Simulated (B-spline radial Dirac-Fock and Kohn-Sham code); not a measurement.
Auger parameter of indium: the M5 level and its strongest M5-NN line

Model: Dirac-Fock (average of configuration) total-energy differences with a finite nucleus, the Breit interaction including its frequency dependence, and self-energy and vacuum-polarisation corrections. Program: a radial atomic solver. The modified Auger parameter α′ is the binding energy plus the kinetic energy of the Auger electron; it does not depend on the energy zero. For free ions it tends to fall with charge, since less charge screens the final holes.

```
            species      configuration  binding 3d5/2 (eV)  Auger line  kinetic (eV)  α′ (eV)
                 In  [Kr] 4d10 5s2 5p1               451.5    N4N5 J=4         387.7    839.2
                 In  [Kr] 4d10 5s1 5p2               453.1    N4N5 J=4         386.4    839.5
                In⁺      [Kr] 4d10 5s2               459.9    N4N5 J=4         378.1    837.9
   In⁺ (Watson 2 Å)      [Kr] 4d10 5s2               452.8    N4N5 J=4         385.2    838.1
               In²⁺      [Kr] 4d10 5s1               471.0    N4N5 J=4         366.4    837.4
In²⁺ (Watson 1.8 Å)      [Kr] 4d10 5s1               455.2    N4N5 J=4         382.4    837.6
  In²⁺ (Watson 3 Å)      [Kr] 4d10 5s1               461.4    N4N5 J=4         376.0    837.5
               In³⁺          [Kr] 4d10               483.2    N4N5 J=4         354.2    837.3
In³⁺ (Watson 1.6 Å)          [Kr] 4d10               456.2    N4N5 J=4         381.2    837.4
In³⁺ (Watson 2.2 Å)          [Kr] 4d10               463.5    N4N5 J=4         373.8    837.3
```

Values without a named source are computed, but for edge energies of neutral atoms, which are taken from tables.
